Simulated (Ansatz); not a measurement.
GeCl3⁻, relaxed as a singlet with RKS PBE0-D4/def2-SVPD in Ansatz, starting from the GFN2-xTB geometry. Force threshold 0.02 eV/Å.

The structure comes from a short search, and lower isomers may exist.

Start:

```xyz
4

Ge    0.182    0.131    0.369
Cl   -0.760   -0.520   -1.525
Cl    1.677    1.826   -0.683
Cl   -1.099   -1.437    1.838
```

```csv
step,energy (eV),largest force component (eV/Å),SCF passes
1,-94054.1209,0.715,14
2,-94054.1466,0.099,19
3,-94054.1484,0.039,21
4,-94054.1545,0.153,19
5,-94054.2500,0.430,25
6,-94054.4350,0.752,25
7,-94054.6674,0.744,24
8,-94054.9154,0.591,19
9,-94055.0791,0.369,19
10,-94055.1328,0.076,19
11,-94055.1329,0.048,20
12,-94055.1332,0.008,21
```

Force components are those of the run's own axes.

End:

```xyz
4

Ge   -0.5663    0.6260    0.1922
Cl   -0.8425   -0.6265   -1.7487
Cl    1.6799    1.1538   -0.1051
Cl   -0.2711   -1.1534    1.6616
```

By distances, no bond broke or formed. The bond that changes most is Ge1–Cl4, from 2.50 to 2.33 Å (atoms count from 1). The end is the same structure that another start reached, the lowest one found.

No frequencies were taken in this run, so the end may be a saddle point.

It took 14 s on 4 threads of Arm Neoverse V2 on a shared host.
